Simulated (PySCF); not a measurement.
**Shifts of the heteroatoms**

Molfile (atoms numbered from 1):
```
C3H9NO3Si
     RDKit          3D

 17 16  0  0  0  0  0  0  0  0999 V2000
   -2.6447   -1.0378    0.3402 C   0  0  0  0  0  0  0  0  0  0  0  0
   -1.7769   -0.1013   -0.2289 O   0  0  0  0  0  0  0  0  0  0  0  0
   -0.3455    0.3528    0.3633 Si  0  0  0  0  0  4  0  0  0  0  0  0
    0.1576    1.3994   -0.9532 N   0  0  0  0  0  0  0  0  0  0  0  0
    1.3735    1.9555   -0.9444 C   0  0  0  0  0  0  0  0  0  0  0  0
    2.1920    1.7623   -0.0768 O   0  0  0  0  0  0  0  0  0  0  0  0
    0.5407   -0.9781    0.5420 O   0  0  0  0  0  0  0  0  0  0  0  0
    1.8620   -1.1747    0.9862 C   0  0  0  0  0  0  0  0  0  0  0  0
   -3.4374   -1.2430   -0.3792 H   0  0  0  0  0  0  0  0  0  0  0  0
   -3.0814   -0.6396    1.2580 H   0  0  0  0  0  0  0  0  0  0  0  0
   -2.1155   -1.9613    0.5759 H   0  0  0  0  0  0  0  0  0  0  0  0
   -0.4401    1.1443    1.5852 H   0  0  0  0  0  0  0  0  0  0  0  0
   -0.4699    1.6297   -1.7055 H   0  0  0  0  0  0  0  0  0  0  0  0
    1.5847    2.6123   -1.8091 H   0  0  0  0  0  0  0  0  0  0  0  0
    2.2665   -2.0365    0.4545 H   0  0  0  0  0  0  0  0  0  0  0  0
    2.4706   -0.2938    0.7890 H   0  0  0  0  0  0  0  0  0  0  0  0
    1.8568   -1.3782    2.0585 H   0  0  0  0  0  0  0  0  0  0  0  0
  1  2  1  0
  2  3  1  0
  3  4  1  0
  4  5  1  0
  5  6  2  0
  3  7  1  0
  7  8  1  0
  1  9  1  0
  1 10  1  0
  1 11  1  0
  3 12  1  0
  4 13  1  0
  5 14  1  0
  8 15  1  0
  8 16  1  0
  8 17  1  0
M  END
```

Equivalent nuclei averaged, single conformer, non-relativistic Hamiltonian, no solvent model. σ from GIAO-PBE0/pcSseg-1; geometry from GFN2-xTB; PySCF.

(1) What are the ²⁹Si shifts?

(2) Predict the ¹⁵N NMR data.

(3) What are the ¹⁷O shifts?

## Answers

(1) 
| atoms | environment | σ (ppm) | δ (ppm) |
| --- | --- | --- | --- |
| Si3 | silicon bonded to N, 2 O, H | 401.3 | -49.9 |

Shieldings were converted by a linear fit to measured shifts: ²⁹Si (scatter 8.9 ppm rms, 25.8 ppm with the 6 outliers that the fit left out vs TMS, solution or neat liquid). Occasional misses reach two or three times the rms, and more in compound classes unlike the fitted ones.

On a 500 MHz spectrometer ²⁹Si resonates near 99.3 MHz, so 1 ppm is 99.3 Hz.

(2) 
| atoms | environment | σ (ppm) | δ (ppm) |
| --- | --- | --- | --- |
| N4 | amide-type nitrogen | 117.9 | -256.7 |

Shieldings were converted by a linear fit to measured shifts: ¹⁵N (scatter 6.3 ppm rms vs CH3NO2, solution or neat liquid). A few per cent of atoms miss by over 2 rms, more outside the fitted compound classes.

On a 500 MHz spectrometer ¹⁵N resonates near 50.7 MHz, so 1 ppm is 50.7 Hz.

(3) 
```csv
atoms,environment,σ (ppm),δ (ppm)
O6,amide-type carbonyl oxygen,-89.7,348.4
O2/O7,"oxygen bonded to C, Si",308.2,-14.1
```

Shieldings were converted by a linear fit to measured shifts: ¹⁷O: δ = 266.70 − 0.911σ (rms 10.7 ppm, 155 shifts, 12.2 ppm with the 3 outliers that the fit left out vs liquid water, solution or neat liquid). Occasional misses reach two or three times the rms, and more in compound classes unlike the fitted ones.

On a 500 MHz spectrometer ¹⁷O resonates near 67.8 MHz, so 1 ppm is 67.8 Hz.

Hydrogen bonding in solution shields acid and N–H amide carbonyl oxygens by tens of ppm.
